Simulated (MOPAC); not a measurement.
Job for MOPAC: PM3 on C2H6BF (SMILES CB(C)F).

```
PM3 1SCF PRECISE CHARGE=0 THREADS=1
C2H6BF

C     -1.37390271 1    -0.24161773 1    -0.08101391 1
B      0.03770383 1    -0.01713476 1     0.55560311 1
C      1.35196406 1     0.25166051 1    -0.24980040 1
F      0.12770146 1    -0.05812070 1     1.89435652 1
H     -1.32341701 1    -0.69991322 1    -1.07053539 1
H     -2.04137012 1    -0.82343066 1     0.55664472 1
H     -1.84309306 1     0.74073379 1    -0.22269732 1
H      1.17113766 1     0.77884994 1    -1.18855633 1
H      2.10568992 1     0.78706881 1     0.32964089 1
H      1.78758598 1    -0.71809598 1    -0.52364190 1
```

Program output:

```
*******************************************************************************
 **                                                                           **
 **                              MOPAC v23.2.5                                **
 **                                                                           **
 *******************************************************************************
 ** MOPAC's Digital Object Identifier: https://doi.org/10.5281/zenodo.6511958 **
 **                                                                           **
 ** Please cite the open-source release paper for use of this MOPAC version:  **
 ** J. E. Moussa and J. J. P. Stewart (2026)                                  **
 ** MOPAC: An open-source semiempirical molecular orbital program             **
 ** J. Open Source Softw., 11(119), 8025, https://doi.org/10.21105/joss.08025 **
 *******************************************************************************

                              PM3 CALCULATION RESULTS

 *******************************************************************************
 *  PM3        - The PM3 Hamiltonian to be used
 *
 *
 *
 *                 CHARGE ON SYSTEM = 0
 *
 *
 *
 *  PRECISE    - TIGHTER CRITERIA TO BE USED
 *  1SCF       - DO 1 SCF AND THEN STOP
 *  THREADS=1  - MULTI-THREADING NOT USED
 *  T=         - A TIME OF 172800.0 SECONDS REQUESTED
 *  DUMP=N     - RESTART FILE WRITTEN EVERY 7200.0 SECONDS REQUESTED
 *******************************************************************************
PM3 1SCF PRECISE CHARGE=0 THREADS=1
 C2H6BF

   ATOM   CHEMICAL          X               Y               Z
  NUMBER   SYMBOL      (ANGSTROMS)     (ANGSTROMS)     (ANGSTROMS)

     1       C         -1.37390271  *  -0.24161773  *  -0.08101391  *
     2       B          0.03770383  *  -0.01713476  *   0.55560311  *
     3       C          1.35196406  *   0.25166051  *  -0.24980040  *
     4       F          0.12770146  *  -0.05812070  *   1.89435652  *
     5       H         -1.32341701  *  -0.69991322  *  -1.07053539  *
     6       H         -2.04137012  *  -0.82343066  *   0.55664472  *
     7       H         -1.84309306  *   0.74073379  *  -0.22269732  *
     8       H          1.17113766  *   0.77884994  *  -1.18855633  *
     9       H          2.10568992  *   0.78706881  *   0.32964089  *
    10       H          1.78758598  *  -0.71809598  *  -0.52364190  *



          CARTESIAN COORDINATES

    NO.       ATOM           X           Y           Z

     1         C         -1.3739     -0.2416     -0.0810
     2         B          0.0377     -0.0171      0.5556
     3         C          1.3520      0.2517     -0.2498
     4         F          0.1277     -0.0581      1.8944
     5         H         -1.3234     -0.6999     -1.0705
     6         H         -2.0414     -0.8234      0.5566
     7         H         -1.8431      0.7407     -0.2227
     8         H          1.1711      0.7788     -1.1886
     9         H          2.1057      0.7871      0.3296
    10         H          1.7876     -0.7181     -0.5236

  H: (PM3): J. J. P. STEWART, J. COMP. CHEM. 10, 209 (1989).
  B: (PM3): J. J. P. STEWART, J. MOL. MOD., 10, 155-164 (2004)
  C: (PM3): J. J. P. STEWART, J. COMP. CHEM. 10, 209 (1989).
  F: (PM3): J. J. P. STEWART, J. COMP. CHEM. 10, 209 (1989).

           Empirical Formula: C2 H6 B F  =    10 atoms



      MOLECULAR POINT GROUP   :   C2


      RHF CALCULATION, NO. OF DOUBLY OCCUPIED LEVELS = 12


 -------------------------------------------------------------------------------
 PM3 1SCF PRECISE CHARGE=0 THREADS=1
 C2H6BF



     1SCF WAS SPECIFIED, SO BFGS WAS NOT USED
     SCF FIELD WAS ACHIEVED


                              PM3 CALCULATION
                                                       MOPAC v23.2.5 Linux




          FINAL HEAT OF FORMATION =       -111.79815 KCAL/MOL =    -467.76348 KJ/MOL


          COSMO AREA              =        104.16 SQUARE ANGSTROMS
          COSMO VOLUME            =         87.64 CUBIC ANGSTROMS

          IONIZATION POTENTIAL    =         12.007321 EV
          HOMO LUMO ENERGIES (EV) =        -12.007  0.745
          NO. OF FILLED LEVELS    =         12
          MOLECULAR WEIGHT        =         59.8778         POINT GROUP:  C2

          MOLECULAR DIMENSIONS (Angstroms)

            Atom       Atom       Distance
            H     9    H     6     4.45459
            H     5    F     4     3.04269
            H    10    H     7     2.66973


          SCF CALCULATIONS        =          1





   ATOM   CHEMICAL          X               Y               Z
  NUMBER   SYMBOL      (ANGSTROMS)     (ANGSTROMS)     (ANGSTROMS)

     1       C         -1.37390271  *  -0.24161773  *  -0.08101391  *
     2       B          0.03770383  *  -0.01713476  *   0.55560311  *
     3       C          1.35196406  *   0.25166051  *  -0.24980040  *
     4       F          0.12770146  *  -0.05812070  *   1.89435652  *
     5       H         -1.32341701  *  -0.69991322  *  -1.07053539  *
     6       H         -2.04137012  *  -0.82343066  *   0.55664472  *
     7       H         -1.84309306  *   0.74073379  *  -0.22269732  *
     8       H          1.17113766  *   0.77884994  *  -1.18855633  *
     9       H          2.10568992  *   0.78706881  *   0.32964089  *
    10       H          1.78758598  *  -0.71809598  *  -0.52364190  *

                             CARTESIAN COORDINATES

   1    C       -1.373902710    -0.241617730    -0.081013910
   2    B        0.037703830    -0.017134760     0.555603110
   3    C        1.351964060     0.251660510    -0.249800400
   4    F        0.127701460    -0.058120700     1.894356520
   5    H       -1.323417010    -0.699913220    -1.070535390
   6    H       -2.041370120    -0.823430660     0.556644720
   7    H       -1.843093060     0.740733790    -0.222697320
   8    H        1.171137660     0.778849940    -1.188556330
   9    H        2.105689920     0.787068810     0.329640890
  10    H        1.787585980    -0.718095980    -0.523641900


           Empirical Formula: C2 H6 B F  =    10 atoms



      MOLECULAR POINT GROUP   :   C2


                  EIGENVALUES
 -33.28722 -29.13024 -24.73141 -18.42977 -17.66709 -17.58857 -15.50241 -14.17908
 -13.57363 -13.50856 -13.38108 -12.00732   0.74534   2.90709   3.57001   3.80106
   4.08017   4.20669   4.31600   4.41769   4.49750   5.16938


              NET ATOMIC CHARGES AND DIPOLE CONTRIBUTIONS

  ATOM NO.   TYPE          CHARGE      No. of ELECS.   s-Pop       p-Pop
    1          C          -0.172634        4.1726     1.11376     3.05887
    2          B          -0.026002        3.0260     1.10453     1.92147
    3          C          -0.172550        4.1725     1.11375     3.05880
    4          F          -0.091349        7.0913     1.59066     5.50069
    5          H           0.073844        0.9262     0.92616
    6          H           0.073537        0.9265     0.92646
    7          H           0.083874        0.9161     0.91613
    8          H           0.074006        0.9260     0.92599
    9          H           0.073403        0.9266     0.92660
   10          H           0.083872        0.9161     0.91613
 DIPOLE           X         Y         Z       TOTAL
 POINT-CHG.    -0.096     0.044    -1.416     1.420
 HYBRID        -0.001     0.000    -0.005     0.005
 SUM           -0.098     0.044    -1.422     1.426


          ATOMIC ORBITAL ELECTRON POPULATIONS

     Atom    s        px        py        pz
    1  C   1.11376   1.00818   1.02136   1.02933
    2  B   1.10453   0.85933   0.32814   0.73399
    3  C   1.11375   1.01165   1.02087   1.02629
    4  F   1.59066   1.95462   1.84760   1.69847
    5  H   0.92616
    6  H   0.92646
    7  H   0.91613
    8  H   0.92599
    9  H   0.92660
   10  H   0.91613

 **********************
 *                    *
 * JOB ENDED NORMALLY *
 *                    *
 **********************




 == MOPAC DONE ==
```

The run finished.

Cost: around 0.010 core-seconds (rough).
